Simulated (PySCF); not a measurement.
diethyl ether (C₄H₁₀O), SMILES C(C)OCC.

Geometry: PBE0-D3(BJ)/def2-SVP. One conformer was computed; it need not be the lowest.

Computed with PySCF 2.14.0 with TDDFT-PBE/def2-SVPD.

Vertical excitations. The molecule is in vacuum.

Computed UV-visible absorptions:
```json
[
 {"state": "S1", "energy (eV)": "5.94", "λ (nm)": "209", "f": "0.014", "main pairs": "HOMO→LUMO 100 %"},
 {"state": "S2", "energy (eV)": "6.40", "λ (nm)": "194", "f": "0.008", "main pairs": "HOMO→LUMO+1 100 %"},
 {"state": "S3", "energy (eV)": "6.69", "λ (nm)": "185", "f": "0.014", "main pairs": "HOMO→LUMO+2 99 %"},
 {"state": "S4", "energy (eV)": "6.91", "λ (nm)": "180", "f": "0.038", "main pairs": "HOMO→LUMO+3 100 %"},
 {"state": "S5", "energy (eV)": "7.43", "λ (nm)": "167", "f": "0.006", "main pairs": "HOMO−1→LUMO 98 %"},
 {"state": "S6", "energy (eV)": "7.65", "λ (nm)": "162", "f": "0.028", "main pairs": "HOMO→LUMO+4 91 %"},
 {"state": "S7", "energy (eV)": "7.81", "λ (nm)": "159", "f": "0.039", "main pairs": "HOMO→LUMO+5 82 %"},
 {"state": "S8", "energy (eV)": "7.85", "λ (nm)": "158", "f": "0.005", "main pairs": "HOMO→LUMO+6 87 %"},
 {"state": "S9", "energy (eV)": "7.87", "λ (nm)": "157", "f": "0.012", "main pairs": "HOMO−1→LUMO+1 97 %"},
 {"state": "S10", "energy (eV)": "8.16", "λ (nm)": "152", "f": "0.012", "main pairs": "HOMO−1→LUMO+2 72 %, HOMO→LUMO+7 22 %"},
 {"state": "T1", "energy (eV)": "5.82", "λ (nm)": "213", "f": "0", "main pairs": "HOMO→LUMO 100 %"},
 {"state": "T2", "energy (eV)": "6.33", "λ (nm)": "196", "f": "0", "main pairs": "HOMO→LUMO+1 100 %"},
 {"state": "T3", "energy (eV)": "6.59", "λ (nm)": "188", "f": "0", "main pairs": "HOMO→LUMO+2 99 %"},
 {"state": "T4", "energy (eV)": "6.81", "λ (nm)": "182", "f": "0", "main pairs": "HOMO→LUMO+3 99 %"}
]
```
Triplets are in the Tamm–Dancoff approximation, which puts them higher than full response would, so one can lie above its singlet here.
